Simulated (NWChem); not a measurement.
Correlation energy of sulfuric acid (H$_{2}$O$_{4}$S)

```xyz
7

O     -0.3014     1.2374     0.8705
S      0.0000     0.0000    -0.1716
O      1.2712     0.2525    -0.8416
O     -1.2712    -0.2525    -0.8416
O      0.3014    -1.2374     0.8705
H      0.5721     1.5953     1.1416
H     -0.5721    -1.5953     1.1416
```
Charge 0, spin multiplicity 1.

All runs are NWChem calculations. Structure: optimised with PBE/def2-SVP, a minimum by its harmonic frequencies. It is one conformer; others weren't searched.

Basis set: def2-SVP. Each correlation energy counts from its own Hartree-Fock reference.

```csv
method,correlation energy (mHa),difference from CCSD(T)
MP2,-898.0,+33.5
CCSD+T(CCSD),-934.2,-2.7
CR-CCSD[T],-925.5,+6.0
CCSD(T),-931.5,0.0
SCS-MP2,-862.3,+69.2
CR-CCSD(T),-923.6,+7.9
CCSD,-904.4,+27.1
```

The values span 71.9 mHa, from CCSD+T(CCSD) (lowest) to SCS-MP2 (highest). 

The correlated methods keep 9 core orbitals frozen. Coupled-cluster values serve here as a point of comparison, not as the truth.
